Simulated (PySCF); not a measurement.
Species: C6H14AlF2N.
Geometry (PBE0-D3(BJ)/def2-SVP, Å), atoms numbered from 1 in this order:
```xyz
24
C6H14AlF2N angstrom
C      1.617    0.296    0.750
N      0.660   -0.009   -0.325
C      1.229    0.380   -1.626
Al     0.293   -2.107   -0.341
C     -1.537   -1.752    0.364
C     -1.488   -0.314    0.877
C     -0.690    0.570   -0.083
C     -0.681    2.015    0.393
F     -1.944    2.488    0.350
F      0.077    2.803   -0.409
H      1.193    0.021    1.725
H      2.523   -0.305    0.604
H      1.893    1.364    0.750
H      1.445    1.457   -1.668
H      0.525    0.115   -2.427
H      2.155   -0.186   -1.793
H      1.427   -2.638    0.667
H      0.458   -2.482   -1.894
H     -1.867   -2.435    1.161
H     -2.284   -1.832   -0.445
H     -2.482    0.146    1.008
H     -1.009   -0.276    1.873
H     -1.203    0.574   -1.060
H     -0.308    2.128    1.425
```

Computed with PBE0-D3(BJ)/def2-SVP geometry optimisation, gas phase in PySCF.

(1) Which atoms are bound to Al4, and at what distances?

(2) List the angles at Al4.

(3) Describe the arrangement about Al4 in numbers.

(4) What are the other bond lengths?

(5) Give some angles away from the centre.

(6) What are the rotational constants (commonest isotopes, rigid rotor)?

Answers

(1) 4 atoms: H18 1.606 Å, H17 1.607 Å, C5 1.993 Å, N2 2.130 Å. The nearest atom not counted as bound is H20, at 2.59 Å.

(2) 
```
      angle  degrees  distance of the outer atoms (Å)
 C5–Al4–H17    119.0                             3.11
 C5–Al4–H18    118.6                             3.10
H17–Al4–H18    117.1                             2.74
 N2–Al4–H18    102.7                             2.94
 N2–Al4–H17    101.5                             2.91
  N2–Al4–C5     88.9                             2.89
```

(3) Angles from 88.9° to 119.0°; τ4 = (360° − α − β)/141° = 0.87 with α and β the two widest (0 for a square, 1 for a tetrahedron).

(4) C1–N2 1.471 Å; N2–C3 1.473 Å; C5–C6 1.528 Å; C6–C7 1.530 Å; C7–C8 1.521 Å; C8–F9 1.349 Å; C8–F10 1.356 Å; N2–C7 1.489 Å. (A selection.)

(5) C1–N2–C3 109.9°, C1–N2–Al4 108.8°, C1–N2–C7 113.0°, C3–N2–Al4 108.7°, C3–N2–C7 113.0°, Al4–N2–C7 103.2°, Al4–C5–C6 104.9°, C5–C6–C7 110.5°, C6–C7–C8 110.8°, N2–C7–C6 110.5°.

(6) A = 1665, B = 880.0, C = 677.6 MHz: an asymmetric top.

Point group: C1 (no symmetry element, even within 0.4 Å). Charge 0, singlet. Not checked by PBE0-D3(BJ)/def2-SVP frequencies.

One conformer stands for the species.
